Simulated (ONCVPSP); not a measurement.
# oxygen, ONCV: configuration errors across variants

ONCVPSP 4.0.1 input, shortened (lines: element, Z, core and valence counts, functional; n l f; lmax; l rc ep ncon nbas qcut; lloc lpopt rc5 dvloc0; l nproj debl; icmod fcfact rcfact), BLYP, scalar-relativistic:

```
  O 8.00    1    2  -106131      upf
    1    0    2.00
    2    0    2.00
    2    1    4.00
    2
    0    0.65    0.00    3    7   11.60
    1    1.85    0.00    4    8    8.90
    2    1.70    0.02    5    8    5.50
    4    1    0.60    3.00
    0    2    3.90
    1    2    3.10
    2    1    0.70
    1    0.60    0.00
```

All-electron excitation energies from the reference (eV): (1) 2s2 2p3 16.428; (2) 2s2 2p2 50.036; (3) 2s2 2p1 103.973; (4) 2s2 2p3.5 6.283.

1 further variants failed, have other tests or too few solved ones, and are left out.

A true bound ghost makes a file unfit for plane-wave use even where its test errors are small: the radial tests pick states by their node count and pass the ghost by.

Errors AE − PS in meV (a dash: test not solved or not reliable):

| change | (1) | (2) | (3) | (4) | bound ghosts | GHOST(+) flags above zero |
| --- | --- | --- | --- | --- | --- | --- |
| base | +56 | +427 | +1565 | +9.2 | none | none |
| s: qcut 9.3; p: qcut 7.1; d: qcut 4.4 | +86 | +631 | +2253 | +14 | none | d |
| s: qcut 10.4; p: qcut 8; d: qcut 4.9 | +69 | +514 | +1864 | +11 | none | d |
| s: qcut 11.5; p: qcut 8.8; d: qcut 5.4 | +57 | +435 | +1597 | +9.4 | none | none |
| s: qcut 12.6; p: qcut 9.7; d: qcut 6 | +47 | +359 | +1336 | +7.5 | none | d |
| s: qcut 14.3; p: qcut 11; d: qcut 6.8 | +39 | +302 | +1135 | +6.2 | s | none |
| s: qcut 16.9; p: qcut 13; d: qcut 8 | +13 | +116 | +473 | +1.9 | s | d |

Q: Give the same row for: s: qcut 7.4; p: qcut 5.7; d: qcut 3.5.

A: +129, +914, +3184, +22; bound ghosts: none; GHOST(+) flags above zero: d.
